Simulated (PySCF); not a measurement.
Computed properties of AlI₂, SMILES [I][Al+][I], charge +1

AlI₂, SMILES [I][Al+][I], charge +1. Geometry optimised at B3LYP-D3(BJ)/def2-SVP. The spin state was assumed, not searched. The isomer is the one that the SMILES or the coordinates give; other isomers of the formula were not compared. The def2 effective core potentials stand for the cores of I; spin–orbit coupling is left out. The values are those of a single conformer. All values are computed for the isolated molecule unless a solvent is named; none is compared with measurement here.

**Structure.** The optimised structure has D∞h symmetry. All 4 harmonic modes at B3LYP-D3(BJ)/def2-SVP (PySCF) are real, so it is a minimum. With heavy atoms numbered as in [Al+:1]([I:2])[I:3], the shortest bond between them is Al1–I2 at 2.373 Å and the longest Al1–I3 at 2.373 Å.

**Vibrations.** The strongest infrared lines (harmonic, unscaled, degenerate partners summed) lie at 571 cm⁻¹ (140 km/mol, Al 90 %, I 10 %), 92 cm⁻¹ (37 km/mol, Al 90 %, I 10 %). The softest mode is at 92 cm⁻¹ and the zero-point energy is 1.3 kcal/mol.

**Electronic structure.** HF/def2-TZVPD (PySCF) places the frontier levels at -15.69 and -4.86 eV, a gap of 10.83 eV and a mean polarisability of 83.5 bohr³.

**Excitations.** TDDFT-B3LYP/def2-SVPD (PySCF) has S1 at 3.72 eV (333 nm, f = 0.000, dark); the most intense of the 10 singlets computed lies at 4.14 eV (f = 0.04). Strengths of degenerate partners are summed. T1 (TDA) is at 3.42 eV. No vertical singlet excitation falls in the visible range (under 3.1 eV).
